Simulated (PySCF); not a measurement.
Compound: C5H10N2O.
Geometry (GFN2-xTB, Å), atoms numbered from 1 in this order:
```xyz
18
C5H10N2O angstrom
C     -2.7594    0.3441    0.0617
O     -1.8077   -0.0853   -0.8773
C     -0.6931   -0.7342   -0.3103
C      0.1465   -1.3845   -1.3907
N      1.3640   -1.0216   -1.3684
N      1.6079   -0.2046   -0.3291
C      2.6717    0.7493   -0.4803
C      0.3587    0.2123    0.3113
H     -2.3485    1.0984    0.7433
H     -3.5769    0.7801   -0.5090
H     -3.1376   -0.4975    0.6557
H     -1.0376   -1.4847    0.4212
H     -0.2290   -2.0896   -2.1034
H      3.4728    0.2712   -1.0389
H      2.3506    1.6500   -1.0198
H      3.0379    1.0366    0.5055
H      0.4480    0.1117    1.3943
H      0.1229    1.2545    0.0579
```

Theory: TDDFT B3LYP/def2-SVPD, vertical, gas phase, core orbitals frozen in the response (PySCF 2.14.0, density-fitted response routines).

Ground-to-excited transition dipoles (e·a0, same axes as the geometry; the sign carries no meaning), for the states with f of 0.002 or more among the lowest 8:

```json
{"state": "S1", "E (eV)": "5.093", "μx": "-0.841", "μy": "-0.646", "μz": "-0.243"}
{"state": "S2", "E (eV)": "5.375", "μx": "0.292", "μy": "-0.161", "μz": "0.157"}
{"state": "S3", "E (eV)": "5.891", "μx": "-0.092", "μy": "0.008", "μz": "-0.254"}
{"state": "S4", "E (eV)": "6.085", "μx": "0.163", "μy": "0.182", "μz": "-0.030"}
{"state": "S6", "E (eV)": "6.343", "μx": "-0.108", "μy": "0.076", "μz": "0.133"}
{"state": "S7", "E (eV)": "6.527", "μx": "-0.106", "μy": "0.194", "μz": "-0.124"}
{"state": "S8", "E (eV)": "6.700", "μx": "-0.274", "μy": "0.106", "μz": "-0.187"}
```

What oscillator strength does each state have?

f = (2/3) ΔE |μ|² with ΔE in hartree (27.2114 eV).

```csv
state,|μ|² (au),|μ| (D),f
S1,1.183,2.76,0.148
S2,0.136,0.94,0.018
S3,0.073,0.69,0.011
S4,0.061,0.63,0.009
S6,0.035,0.48,0.005
S7,0.064,0.64,0.010
S8,0.121,0.88,0.020
```

Which bond between heavy atoms lies closest to the direction of the S1 transition dipole?

C3–C8, at 12° from it; next N6–C7 at 19°.

What angle do the transition dipoles of S3 and S7 make?

|cos θ| = |μa·μb| / (|μa| |μb|) = 0.63, so θ ≈ 51° (taken between 0 and 90°, since the signs are arbitrary).

What peak molar absorption coefficient would the strongest computed level give as a lone Gaussian band 0.3 eV wide at half height?

ε(max) = 2.175×10⁸ f / FWHM, with the width in cm⁻¹. S1: 2.175×10⁸ × 0.1476 / 2420 ≈ 13000 L mol⁻¹ cm⁻¹.

One conformer stands for the species.
